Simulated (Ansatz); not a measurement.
An input meant for VO3 (charge 0, doublet).

```yaml
crystal:
  periodic: [false, false, false]
  atoms:
    - {symbol: V, position_ang: [-0.408363, -0.232909, 0.427982]}
    - {symbol: O, position_ang: [1.179862, -0.491861, -0.353133]}
    - {symbol: O, position_ang: [-1.803418, -0.081065, -0.287384]}
    - {symbol: O, position_ang: [1.031919, 0.805835, 0.212545]}
basis:
  gaussian: {orbitals: def2-mTZVPP}
magnetization: {spin_polarized: true, initial_magnetization: 9}
hamiltonian: {xc: {name: PBE-QIDH}}
output: {forces: true}
```

```sh
$ ansatz run in.yaml --threads 4 --pin off --events-out ev --progress --plain --max-ram 3916MiB
```

It prints (some lines left out):

```
Functional definition: PBE-QIDH
998 factors; integrals over basis functions are off by at most 9.5e-4 eV
mean field evaluation 1: about -31780.4201 eV, gradient 3.2e1 eV
mean field evaluation 2: about -31780.4251 eV, gradient 3.2e1 eV
mean field evaluation 4: about -31784.4075 eV, gradient 3.6e0 eV
mean field evaluation 8: about -31784.7074 eV, gradient 4.6e-1 eV
mean field evaluation 16: about -31784.7360 eV, gradient 4.3e-2 eV
mean field evaluation 32: about -31784.7978 eV, gradient 5.9e-4 eV
mean field evaluation 64: about -31784.7961 eV, gradient 1.6e-1 eV
mean field -31784.79782509 eV, -1168.0697755624 hartree, gradient 2.1e-6 eV, S^2 24.790276; 6 other end points of the search recorded, 0 dependent functions left out
8 core orbitals not correlated: weight in the atoms' cores, before any rotation towards them, 1.000 or more for the frozen orbitals, at most 0.000 for the correlated occupied ones
reference -31784.79784330 eV, -1168.0697762315 hartree; 20, 11 occupied and 77, 86 virtual orbitals, 998 factors
second order -23.13982632 eV of doubles, -0.00000000 eV of singles
mean field evaluation 96: about -31784.7978 eV, gradient 2.1e-6 eV
Total energy: -31792.51111874 eV, -1168.3532338756 hartree
Atom 0 at    -0.408363    -0.232909     0.427982 Å, force     6.039448    -3.507026    10.000643 eV/Å
Atom 1 at     1.179862    -0.491861    -0.353133 Å, force     6.391115    -8.002716    -5.303327 eV/Å
Atom 2 at    -1.803418    -0.081065    -0.287384 Å, force   -16.474871     1.348258    -7.445467 eV/Å
Atom 3 at     1.031919     0.805835     0.212545 Å, force     4.044309    10.161484     2.748152 eV/Å
Dipole moment:    -0.513988     0.039507    -0.257462 e Å
```

In this input the spin is set far too high (9 unpaired electrons typed, 1 in the doublet as meant). The calculation finished and met its thresholds. The result belongs to that input, not to the species as meant.

Correlated methods freeze 8 core orbitals; core or outer-core shells of V are correlated, in sets that lack core-valence functions.
